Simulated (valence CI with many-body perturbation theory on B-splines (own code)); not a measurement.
## E1 line list for Mn3+

Level of theory: valence CI with perturbative core correlation (CI+MBPT): four valence electrons over a frozen Dirac-Fock core [Ar], a basis of 7 s, 7 p, 8 d, 6 f, 4 g, 1 h functions for each j, with the one-electron correlation potential Σ1 (screened to all orders), the two-electron term Σ2, the three-electron term Σ3, Breit, model QED; selected single and double excitations, second order for the rest, scaled by the run's own slope (own B-spline code, finite nucleus).

Set against measurement, 66 paired levels are off by 3123 cm⁻¹ on average, the worst by 5064. These come from a selection out of Corliss and Sugar, J. Phys. Chem. Ref. Data 6, 1253 (1977). Levels without a partner in it may be off by more, other configurations by 1,000 to 8,000 cm⁻¹. Among the levels kept, up to 290 cm⁻¹ of a level comes from second order outside the variational space, and about a tenth of that is noise between levels of different J, which matters for small intervals.

Lines 151 to 200 of 581 in falling wavelength, among levels below 254760 cm⁻¹, chosen from the strongest by gf and those to the six lowest levels. Wavelengths and rates use the calculated energies, so an error of 3000 cm⁻¹ moves a line at 1678 Å by 5 % and its rate by three times that or more. Electric multipoles are in the length gauge, E1 and E2 with the static RPA response of the core. Weak lines are less certain than strong ones. Lines between different terms over intervals too small for the method are left out, as are lines whose strength nearly cancels. Where a level lies close to another of its J and parity, the split of strength between their lines is uncertain. The highest levels of a list are the least certain.

Names give the largest LS component (configuration and term), which can be under half, so a name can repeat, a term be missing and a line seem to break the LS rules; names also repeat where a configuration has a term twice. Letters in brackets count levels of one name in rising energy.

```
λ vac (Å)  λ from measured levels             Upper             Lower   A (s⁻¹)  log gf  Branch %
     1679                          3d3 4p 3D°_3 [d]   3d3 4s 3D_3 [a]  3.95e+08    0.07      15.6
     1678                    1665      3d3 4p 5F°_4       3d3 4s 5F_4  5.03e+08    0.28      25.6
     1678                          3d3 4p 3D°_3 [d]   3d3 4s 3D_2 [a]  1.55e+08   -0.34       6.1
     1676                          3d3 4p 5D°_2 [b]       3d3 4s 5F_1  1.22e+08   -0.59       4.1
     1673                          3d3 4p 3D°_2 [c]   3d3 4s 3P_1 [a]  1.13e+08   -0.63       3.5
     1672                    1656  3d3 4p 3D°_2 [a]       3d3 4s 5F_3  1.85e+08   -0.41       9.0
     1672                          3d3 4p 3D°_2 [d]   3d3 4s 3D_1 [a]  1.16e+08   -0.61       4.0
     1672                    1656      3d3 4p 5F°_1       3d3 4s 5F_2  1.97e+08   -0.61      10.2
     1670                    1656      3d3 4p 5F°_3       3d3 4s 5F_2  1.76e+08   -0.29       7.6
     1669                    1652  3d3 4p 3D°_3 [a]       3d3 4s 5F_4  1.01e+08   -0.53       4.7
     1669                          3d3 4p 1F°_3 [a]       3d3 4s 3G_4  6.55e+07   -0.72       3.3
     1669                          3d3 4p 3F°_4 [f]   3d3 4s 3D_3 [b]  6.56e+08    0.39      33.9
     1668                    1654      3d3 4p 5F°_4       3d3 4s 5F_3  1.60e+08   -0.22       8.1
     1667                    1654      3d3 4p 5F°_5       3d3 4s 5F_4  9.87e+07   -0.34       5.4
     1666                          3d3 4p 3D°_3 [e]   3d3 4s 3F_3 [b]  8.12e+07   -0.63       2.7
     1666                              3d3 4p 5F°_1       3d3 4s 5F_1  1.99e+08   -0.60      10.3
     1665                               3d3 4d 3P_2  3d3 4p 3D°_3 [b]  9.44e+07   -0.71       3.8
     1662                          3d3 4p 3D°_3 [e]   3d3 4s 3F_4 [b]  5.15e+08    0.17      17.3
     1658                          3d3 4p 3P°_2 [c]   3d3 4s 3D_3 [a]  2.93e+08   -0.22       8.2
     1655                          3d3 4p 1P°_1 [b]   3d3 4s 1D_2 [a]  1.37e+08   -0.77       4.2
     1654                          3d3 4p 3P°_1 [c]   3d3 4s 3D_2 [a]  4.08e+08   -0.30      11.3
     1654                          3d3 4p 3D°_2 [e]   3d3 4s 3F_2 [b]  9.32e+07   -0.72       3.1
     1650                          3d3 4p 3D°_2 [e]   3d3 4s 3F_3 [b]  5.29e+08    0.03      17.7
     1647                               3d3 4d 3H_4  3d3 4p 3H°_4 [b]  4.33e+07   -0.80       1.8
     1646                          3d3 4p 1D°_2 [b]   3d3 4s 1D_2 [a]  4.05e+08   -0.09       8.6
     1644                          3d3 4p 3D°_1 [e]   3d3 4s 3F_2 [b]  6.39e+08   -0.11      21.2
     1642                          3d3 4p 3D°_2 [d]   3d3 4s 3P_2 [b]  8.86e+07   -0.75       3.1
     1636                               3d3 4d 3H_5  3d3 4p 3H°_5 [b]  4.90e+07   -0.67       2.0
     1634                          3d3 4p 3P°_0 [c]   3d3 4s 3D_1 [a]  5.62e+08   -0.65      15.6
     1628                               3d3 4d 3H_6  3d3 4p 3H°_6 [b]  5.54e+07   -0.54       2.2
     1625                          3d3 4p 3G°_5 [c]       3d3 4s 3H_6  5.86e+08    0.41      15.4
     1623                          3d3 4p 3H°_6 [b]       3d3 4s 3G_5  1.71e+08   -0.06       5.5
     1623                          3d3 4p 1F°_3 [b]       3d3 4s 3H_4  2.15e+08   -0.23       5.3
     1623                          3d3 4p 3H°_5 [b]       3d3 4s 3G_4  1.43e+08   -0.21       4.6
     1620                          3d3 4p 3G°_5 [c]       3d3 4s 3H_5  4.54e+07   -0.71       1.2
     1620                          3d3 4p 3H°_4 [b]       3d3 4s 3G_3  1.19e+08   -0.38       3.8
     1620                          3d3 4p 1P°_1 [b]       3d3 4s 1P_1  5.23e+08   -0.21      16.1
     1617                          3d3 4p 3G°_4 [c]       3d3 4s 3H_5  5.77e+08    0.31      15.6
     1616                          3d3 4p 3G°_4 [c]       3d3 4s 3H_4  4.67e+07   -0.78       1.3
     1615                          3d3 4p 1H°_5 [b]       3d3 4s 1G_4  1.62e+08   -0.16       2.8
     1613                          3d3 4p 3P°_2 [c]   3d3 4s 3P_2 [b]  2.91e+08   -0.25       8.1
     1612                          3d3 4p 3G°_3 [c]       3d3 4s 3H_4  4.24e+08    0.06      10.3
     1611                          3d3 4p 1D°_2 [b]       3d3 4s 1P_1  2.89e+08   -0.25       6.1
     1610                          3d3 4p 3P°_2 [d]   3d3 4s 3D_2 [b]  1.56e+08   -0.52       6.9
     1607                          3d3 4p 3P°_2 [d]   3d3 4s 3D_3 [b]  5.35e+08    0.01      23.7
     1599                          3d3 4p 3P°_1 [d]   3d3 4s 3D_1 [b]  2.25e+08   -0.59      10.0
     1597                          3d3 4p 3P°_1 [d]   3d3 4s 3D_2 [b]  4.91e+08   -0.25      21.8
     1593                          3d3 4p 3P°_0 [d]   3d3 4s 3D_1 [b]  7.23e+08   -0.56      32.0
     1582                              3d3 4p 5S°_2       3d3 4s 5P_3  2.38e+08   -0.35      25.8
     1573                              3d3 4p 5S°_2       3d3 4s 5P_2  1.98e+08   -0.44      21.5
```

(1) How does gf follow from A for the line at 1650 Å?

Answers

(1) gf = 1.4992 × (2J+1)_upper × A / σ², with σ = 60596 cm⁻¹ and 2J+1 = 5: gf = 1.08.
